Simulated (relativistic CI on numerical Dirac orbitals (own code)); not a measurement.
# Cu4+: resonant inelastic scattering at the L2,3 edge

Computed with this model: Dirac-Coulomb-Breit CI, separate exchange-only KLI orbitals for each configuration, QED by a radiative potential, valence Slater integrals scaled by 0.8, Kramers-Heisenberg scattering through one core-hole configuration in a parametric crystal field; configurations [Ar] 3d7 → [He] 2s2 2p5 3s2 3p6 3d8; 300 K; core-hole width 0.6 eV; summed over polarisations. Incident energies are the highest absorption maxima for each field (at most a few, so the weaker spin-orbit partner edge can be absent), on the computed scale of the free ion. Intensities are in per cent of the strongest line above 0.02 eV; levels within 1 cm⁻¹ are merged; final levels count from the ground level, the first row holds all elastic scattering, lines under 0.4 are left out and each table stops after 24 rows. The scale of the Slater integrals is a model choice and moves the terms in proportion.

Field parameters in Wybourne normalisation: Oh B⁴₀ = 21Dq, B⁴₄ = √(5/14) B⁴₀. The field is a parameter set, without covalency.

S is read from ⟨S²⟩ = S(S + 1).

Oh, 10Dq = 5000 cm⁻¹:

```tsv
Final level (eV)	Degeneracy	Irrep	S	936.5 eV	937.6 eV	938.9 eV
0.000	2	Γ6	1.50	127.3	201.3	147.4
0.072	4	Γ8	1.50	90.4	100.0	78.1
0.194	4	Γ8	1.50	30.0	54.1	48.5
0.249	2	Γ7	1.50	1.5	12.7	5.7
0.662	2	Γ6	1.50	4.1	11.0	36.3
0.674	4	Γ8	1.50	31.4	12.5	69.9
0.710	4	Γ8	1.50	14.4	30.3	13.5
0.744	2	Γ7	1.50	0.8	3.9	6.3
1.337	4	Γ8	1.50	7.4	17.6	25.5
2.329	4	Γ8	0.51	3.4	14.6	12.1
2.651	4	Γ8	0.51	3.3	12.5	11.4
2.790	4	Γ8	0.53	1.2	9.1	8.0
2.808	2	Γ6	0.51	3.4	5.3	2.6
2.818	2	Γ7	0.65	0.3	1.0	1.5
2.893	4	Γ8	1.49	5.8	71.6	6.1
2.897	2	Γ7	1.41	0.6	3.6	0.6
2.913	4	Γ8	1.39	2.1	5.2	29.3
3.019	2	Γ6	1.46	0.2	4.8	44.5
3.065	2	Γ6	0.50	3.2	8.0	5.8
3.457	4	Γ8	0.65	2.3	4.0	2.3
3.594	2	Γ6	0.57	0.1	0.8	1.4
3.632	2	Γ7	0.51	1.1	2.3	0.5
3.676	2	Γ6	0.50	0.7	1.5	0.4
3.696	4	Γ8	0.50	2.4	8.0	3.4
```

Oh, 10Dq = 11300 cm⁻¹:

```csv
Final level (eV),Degeneracy,Irrep,S,936.8 eV,937.8 eV,939.2 eV
0.000,2,Γ6,1.50,166.9,217.1,148.7
0.080,4,Γ8,1.50,66.2,100.0,73.6
0.208,4,Γ8,1.49,12.7,86.9,78.5
0.242,2,Γ7,1.50,4.6,5.6,14.1
1.343,2,Γ6,1.50,5.5,9.3,50.7
1.355,4,Γ8,1.50,47.3,35.9,60.5
1.368,4,Γ8,1.49,18.1,39.5,54.1
1.423,2,Γ7,1.50,1.2,3.6,8.3
1.633,4,Γ8,0.52,3.5,18.8,15.8
2.677,4,Γ8,0.58,1.5,16.5,22.7
2.772,4,Γ8,1.30,7.6,5.1,18.2
2.810,2,Γ6,0.51,1.7,1.5,7.4
2.836,4,Γ8,0.77,3.0,8.4,3.8
2.862,2,Γ7,0.51,0.1,1.2,4.2
3.369,4,Γ8,1.00,6.2,9.7,39.6
3.497,2,Γ7,1.49,0.1,1.9,0.9
3.501,4,Γ8,1.49,7.2,59.6,12.4
3.515,2,Γ6,0.98,0.5,13.5,46.0
3.683,2,Γ6,1.01,2.3,6.2,54.9
3.739,4,Γ8,1.14,1.4,2.7,21.0
3.855,2,Γ6,0.74,1.3,3.5,4.7
4.145,2,Γ7,0.51,0.2,1.2,1.6
4.217,4,Γ8,0.52,3.8,7.0,2.9
4.363,4,Γ8,0.51,0.7,8.0,10.8
```

For the first field the strongest loss at the lowest incident energy is the level at 0.07 eV (S = 1.50, against 1.50 in the thermal ground state). Levels of other spin, the first over 8 % at 2.33 eV, appear because spin-orbit coupling of the core hole, and in heavier ions of the valence shell too, mixes spins.
